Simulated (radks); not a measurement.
Values are calculated unless marked as measured or tabulated.
Ce14+, configuration [Kr] 4d8. Level of theory: scalar-relativistic Kohn-Sham, PBE, spin-unpolarised, spherical densities, point nucleus (a radial shooting solver on a logarithmic mesh with Libxc functionals). Some entries of the table are withheld. Estimate them.

orbital  occ.  eigenvalue (eV)  <r> (bohr)  <1/r> (bohr^-1)
1s          2        -40549.17     0.02457            63.35
2s          2              (1)      0.1052            14.60
2p          6        -6050.703     0.09235              (2)
3s          2        -1658.966         (3)              (4)
3p          6        -1444.868      0.2761            5.029
3d         10        -1141.523      0.2528            4.772
4s          2        -535.9724      0.6224            2.270
4p          6        -464.0348      0.6521            2.114
4d          8        -359.8899      0.6944            1.898

Answer. 
(1) 2s eigenvalue (eV): -6723.770
(2) 2p <1/r> (bohr^-1): 13.83
(3) 3s <r> (bohr): 0.2782
(4) 3s <1/r> (bohr^-1): 5.310
